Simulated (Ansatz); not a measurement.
```xyz
13

B     1.115    0.572    1.020
C     0.404    0.258   -0.296
C     0.554   -1.138   -0.899
Si   -1.412    0.548    0.222
H     1.259    1.707    1.380
H     1.457   -0.314    1.752
H     0.531    1.054   -1.043
H     1.571   -1.293   -1.268
H    -0.129   -1.309   -1.735
H     0.364   -1.910   -0.149
H    -1.681    1.986    0.474
H    -1.765   -0.231    1.440
H    -2.267    0.071   -0.898
```

Charge 0, multiplicity 1.

(1) List the PBE0/def2-TZVPP orbital energies in eV (Ansatz 0.2.0). (Estimate.)

## Answers

(1) Computed: Occupied: -1802.68, -278.17, -278.05, -184.36, -145.02, -99.68, -99.67, -99.66, -21.54, -17.90, -14.76, -13.85, -12.30, -11.68, -10.99, -10.05, -9.64, -9.32, -9.04, -8.36. Lowest empty: -1.34, 0.58, 1.31, 1.34, 1.91, 2.07, 2.31, 2.80.
